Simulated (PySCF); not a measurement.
**Ti: ionisation energy**

Ti [Ar] 3d2 4s2 [3d3/2^2, M_J = 2] → Ti⁺ [Ar] 3d2 4s1 [3d3/2^2 4s1/2^1, M_J = 3/2], as a difference of total energies. Computed with PySCF 2.14 in x2c-QZVPPall-2c, with the two-component X2C-1e Hamiltonian. Correlated levels: [Ne] frozen; the 8 highest virtual spinors dropped. "Screened" scales the spin-orbit matrix elements by Boettger's factors to mimic the two-electron term; Breit and QED terms are absent.

| method | ionisation energy (eV) |
| --- | --- |
| GHF (spin-free) | 5.560 |
| GMP2 (spin-free) | 6.599 |
| GHF (screened spin-orbit) | 5.560 |
| GMP2 (screened spin-orbit) | 6.599 |

Question: How much does correlation contribute at GMP2 (screened spin-orbit)?

Answer: 6.599 − (5.560) = 1.039 eV, measured against GHF (screened spin-orbit).

Errors of the correlated levels include the incompleteness of this basis and the frozen core.

The labels give the starting determinants; with spin-orbit coupling the two ends relaxed to ⟨J²⟩ = 7.87, ⟨L²⟩ = 12.01, ⟨S²⟩ = 2.01 and ⟨J²⟩ = 6.65, ⟨L²⟩ = 12.00, ⟨S²⟩ = 3.75.

MP2 underrates the near-degeneracy of ns² with np² in the lower species.

The determinant of Ti and of Ti⁺ mixes levels of different J (the jj label is only the starting occupation), so the difference between spin-free and spin-orbit rows is not the physical spin-orbit shift.

For comparison: 6.828 eV (measured; NIST Atomic Spectra Database, ionization energies).
